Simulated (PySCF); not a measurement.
C5H5Cl, SMILES ClC=C=CC=C.

Geometry: PBE0-D3(BJ)/def2-SVP. The structure was generated by enumeration, and PubChem lists no compound with its InChIKey, so it may never have been made. One conformer was computed; it need not be the lowest.

Level of theory: SMD-M06-2X/6-31G* run with PySCF.

Solvation free energies are E(SMD) − E(gas) at the gas-phase geometry, for 1 M in both phases. In vacuum the dipole moment is 2.01 D.

```
solvent          ΔG(solv) (kcal/mol)  its non-electrostatic (CDS) part  dipole (D)
---------------  -------------------  --------------------------------  ----------
water                           -0.2                               4.2        2.69
dichloromethane                 -5.8                              -2.1        2.60
toluene                         -4.4                              -2.4        2.35
```
